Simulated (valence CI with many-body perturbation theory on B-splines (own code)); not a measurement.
**Level structure of Au30+**

Calculated by configuration interaction combined with many-body perturbation theory (CI+MBPT): three valence electrons over a frozen Dirac-Fock core [Kr] 4d10, radial functions for each j: 8 s, 8 p, 9 d, 9 f, 6 g, 3 h, 2 i, with the one-electron correlation potential Σ1, the two-electron term Σ2, the three-electron term Σ3, Breit, model QED; selected CI, second order for the rest, scaled by the run's own slope (own B-spline code, finite nucleus).

The last digits are not significant, and no measured levels were compared; by estimate large intervals hold to a few tenths of a per cent, small ones and those within an open d or f shell to about a per cent. Core correlation moves these levels by up to 50000 cm⁻¹, and in measured spectra 5 to 20 % of such shifts remained as error; rates that hang on mixing are uncertain with them. The list stops below the first excitations out of the core.

Levels 1 to 44 of 44, with energies above the lowest level, (4f5/2^3) J=9/2. "Leading %" is the weight of the configuration and term that name the level; weights of strongly mixed levels are sums over their largest components and can fall short. In the jj column 3d3/2^4 stands for four electrons in 3d with j = 3/2. Lifetimes count E1, E2, E3, M1 and M2 decay at the calculated energies, and are blank where another channel may lead or the interval is too uncertain; long ones can be off by a factor of two.

| No. | Configuration | Term | J | E (cm⁻¹) | Leading % | Lifetime | Second component | Leading jj |
| --- | --- | --- | --- | --- | --- | --- | --- | --- |
| 1 | 4f³ | ⁴I° | 9/2 | 0 | 76 |  | 21 % 4f³ ²H° | 4f5/2^3 (89 %) |
| 2 | 4f³ | ⁴I° | 11/2 | 34457 | 93 | 691 μs | 7 % 4f³ ²H° | 4f5/2^2 4f7/2 (96 %) |
| 3 | 4f³ | ⁴F° | 3/2 | 41245 | 52 |  | 32 % 4f³ ²D° | 4f5/2^3 (87 %) |
| 4 | 4f³ | ⁴I° | 13/2 | 60034 | 82 | 1.59 ms | 16 % 4f³ ²K° | 4f5/2^2 4f7/2 (53 %) |
| 5 | 4f³ | ²G° | 9/2 | 60644 | 34 | 697 μs | 30 % 4f³ ²H° | 4f5/2^2 4f7/2 (87 %) |
| 6 | 4f³ | ⁴G° | 5/2 | 62074 | 38 | 10.6 ms | 37 % 4f³ ⁴F° | 4f5/2^3 (66 %) |
| 7 | 4f³ | ⁴F° | 5/2 | 73757 | 46 | 1.92 ms | 42 % 4f³ ⁴G° | 4f5/2^2 4f7/2 (83 %) |
| 8 | 4f³ | ⁴S° | 3/2 | 73958 | 52 | 1.91 ms | 25 % 4f³ ²P° | 4f5/2^2 4f7/2 (92 %) |
| 9 | 4f³ | ²G° | 7/2 | 75024 | 48 | 3.97 ms | 40 % 4f³ ⁴F° | 4f5/2^2 4f7/2 (95 %) |
| 10 | 4f³ | ⁴I° | 15/2 | 79860 | 61 | 5.54 ms | 32 % 4f³ ²K° | 4f5/2^2 4f7/2 (48 %) |
| 11 | 4f³ | ⁴G° | 7/2 | 89221 | 68 | 1.30 ms | 24 % 4f³ ⁴F° | 4f5/2^2 4f7/2 (87 %) |
| 12 | 4f³ | ²K° | 13/2 | 99887 | 77 | 396 μs | 18 % 4f³ ⁴I° | 4f5/2 4f7/2^2 (57 %) |
| 13 | 4f³ | ⁴F° | 9/2 | 101360 | 55 | 816 μs | 25 % 4f³ ²H° | 4f5/2 4f7/2^2 (73 %) |
| 14 | 4f³ | ²H° | 11/2 | 101450 | 55 | 1.05 ms | 26 % 4f³ ⁴G° | 4f5/2^2 4f7/2 (52 %) |
| 15 | 4f³ | ⁴D° | 3/2 | 106290 | 32 | 854 μs | 29 % 4f³ ²D° | 4f5/2^2 4f7/2 (60 %) |
| 16 | 4f³ | ²P° | 1/2 | 106910 | 53 | 926 μs | 47 % 4f³ ⁴D° | 4f5/2^2 4f7/2 (94 %) |
| 17 | 4f³ | ⁴D° | 5/2 | 111780 | 42 | 866 μs | 39 % 4f³ ²D° | 4f5/2^2 4f7/2 (84 %) |
| 18 | 4f³ | ²G° | 7/2 | 115380 | 49 | 492 μs | 34 % 4f³ ⁴F° | 4f5/2 4f7/2^2 (93 %) |
| 19 | 4f³ | ⁴G° | 9/2 | 115490 | 72 | 529 μs | 23 % 4f³ ²H° | 4f5/2 4f7/2^2 (74 %) |
| 20 | 4f³ | ²L° | 15/2 | 117170 | 52 | 619 μs | 31 % 4f³ ⁴I° | 4f5/2^2 4f7/2 (49 %) |
| 21 | 4f³ | ²H° | 11/2 | 124390 | 69 | 1.05 ms | 26 % 4f³ ²I° | 4f5/2^2 4f7/2 (49 %) |
| 22 | 4f³ | ²D° | 3/2 | 127580 | 39 | 585 μs | 24 % 4f³ ⁴D° | 4f5/2 4f7/2^2 (66 %) |
| 23 | 4f³ | ²D° | 5/2 | 134890 | 76 | 550 μs | 12 % 4f³ ⁴F° | 4f5/2 4f7/2^2 (90 %) |
| 24 | 4f³ | ⁴G° | 11/2 | 141890 | 55 | 714 μs | 36 % 4f³ ²I° | 4f5/2 4f7/2^2 (83 %) |
| 25 | 4f³ | ²H° | 9/2 | 143550 | 55 | 494 μs | 21 % 4f³ ⁴F° | 4f5/2 4f7/2^2 (54 %) |
| 26 | 4f³ | ⁴D° | 1/2 | 146850 | 53 | 839 μs | 47 % 4f³ ²P° | 4f5/2 4f7/2^2 (94 %) |
| 27 | 4f³ | ⁴D° | 7/2 | 152480 | 88 | 957 μs | 8 % 4f³ ²F° | 4f5/2 4f7/2^2 (66 %) |
| 28 | 4f³ | ²I° | 13/2 | 153180 | 93 | 969 μs | 7 % 4f³ ²K° | 4f5/2 4f7/2^2 (96 %) |
| 29 | 4f³ | ²D° | 3/2 | 155820 | 47 | 291 μs | 27 % 4f³ ⁴D° | 4f5/2 4f7/2^2 (81 %) |
| 30 | 4f³ | ²L° | 17/2 | 157880 | 100 | 1.10 ms |  | 4f5/2 4f7/2^2 (100 %) |
| 31 | 4f³ | ²K° | 15/2 | 160460 | 51 | 321 μs | 40 % 4f³ ²L° | 4f7/2^3 (61 %) |
| 32 | 4f³ | ²G° | 9/2 | 163330 | 44 | 330 μs | 35 % 4f³ ²H° | 4f7/2^3 (71 %) |
| 33 | 4f³ | ²F° | 5/2 | 168510 | 52 | 204 μs | 33 % 4f³ ⁴D° | 4f5/2 4f7/2^2 (93 %) |
| 34 | 4f³ | ²D° | 3/2 | 184860 | 53 | 265 μs | 28 % 4f³ ²P° | 4f7/2^3 (84 %) |
| 35 | 4f³ | ²H° | 11/2 | 188050 | 61 | 278 μs | 22 % 4f³ ²I° | 4f7/2^3 (77 %) |
| 36 | 4f³ | ²F° | 7/2 | 197660 | 82 | 339 μs | 8 % 4f³ ²G° | 4f5/2 4f7/2^2 (60 %) |
| 37 | 4f³ | ²G° | 9/2 | 205950 | 87 | 534 μs | 12 % 4f³ ²H° | 4f5/2 4f7/2^2 (78 %) |
| 38 | 4f³ | ²D° | 5/2 | 206240 | 60 | 231 μs | 24 % 4f³ ²F° | 4f7/2^3 (77 %) |
| 39 | 4f³ | ²G° | 7/2 | 207650 | 80 | 731 μs | 18 % 4f³ ²F° | 4f5/2^2 4f7/2 (48 %) |
| 40 | 4f³ | ²F° | 7/2 | 279850 | 84 | 128 μs | 12 % 4f³ ²G° | 4f7/2^3 (57 %) |
| 41 | 4f³ | ²F° | 5/2 | 285770 | 98 |  |  | 4f5/2 4f7/2^2 (81 %) |
| 42 | 4f²5s | ⁴H | 7/2 | 1460600 | 87 | 2.67 μs | 12 % 4f²5s ²G | 4f5/2^2 5s (97 %) |
| 43 | 4f²5s | ⁴H | 9/2 | 1466800 | 48 | 1.36 μs | 36 % 4f²5s ²H | 4f5/2^2 5s (96 %) |
| 44 | 4f²5s | ⁴F | 3/2 | 1483200 | 84 | 981 ns | 16 % 4f²5s ²D | 4f5/2^2 5s (89 %) |

The ionisation energy to 4f² ³H4 of the next ion comes out as 1083.6 eV (NIST: 1100 ± 50 eV (theoretical)). All 44 levels together are meant to be complete up to 1487300 cm⁻¹.
